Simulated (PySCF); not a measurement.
An unknown is described by computed data only.

Elements present: C, H and O. Monoisotopic mass: 96.9931 u (electron mass counted); charge -1.

| Property | Result |
| --- | --- |
| 13C NMR | chemical shifts (computed TMS as zero) by class: 179.3 (1 C), 154.6 (1 C), 124.0 (1 C), 90.8 (1 C) ppm [GIAO PBE0/pcSseg-1] |
| Polarisability | 73.5 au [PBE0/def2-SVPD] |
| 1H NMR | chemical shifts (computed TMS as zero) by class: 9.54 (1 H) ppm [GIAO PBE0/pcSseg-1] |
| NMR, other nuclei | isotropic shieldings of nuclei other than C and H, by class: -297 (1 O), -49 (2 O) ppm [GIAO PBE0/pcSseg-1] |
| UV, strongest line | among the 6 lowest singlet transitions: S2 at 3.96 eV (313 nm, f = 0.087) [TDDFT PBE0/def2-SVPD] |
| Rotational structure | rotational constants A, B, C: 10.895, 1.120, 1.048 GHz [GFN2-xTB] |

Electronic properties: PySCF, gas phase, density fitting. Levels stand in brackets. NMR shifts are as computed; neighbouring signals can stand in another order in a measured spectrum. Geometry: GFN2-xTB, one conformer, isolated ion. No diffuse functions stand in pcSseg-1, which bears on an anion's orbital energies. Each NMR value is the plain mean over a class of atoms that symmetry, rotation or inversion makes alike.

Q: Which formula fits the mass and the elements?

A: C4HO3 (calculated 96.9931). No other formula that holds each of these elements comes within 0.0003 u with a fitting electron parity and a possible valence count.

Q: What is the compound? Reason from the data.

A: Numbering: `[O:1]=[CH:2][C:3]#[C:4][C:5](=[O:6])[O-:7]`. 4 carbons fall into 4 classes; from least to most shielded: aldehyde carbon [C2] (179.3 ppm), carboxylate carbon [C5] (154.6 ppm), alkyne carbon [C4] (124.0 ppm), alkyne carbon [C3] (90.8 ppm). The one hydrogen (9.54 ppm): formyl hydrogen. The other shieldings belong to: -297 ppm, aldehyde oxygen [O1]; -49 ppm, carboxylate oxygen [O6/O7]. The optimised geometry has point group C1 and is an asymmetric top. Structure: `O=CC#CC(=O)[O-]`. The assignments are read from this structure; whether some other isomer fits the data as well wasn't checked.

The values belong to the conformer `[O:1]=[CH:2][C:3]#[C:4][C:5](=[O:6])[O-:7]`: C3–C4–C5–O6 174°.
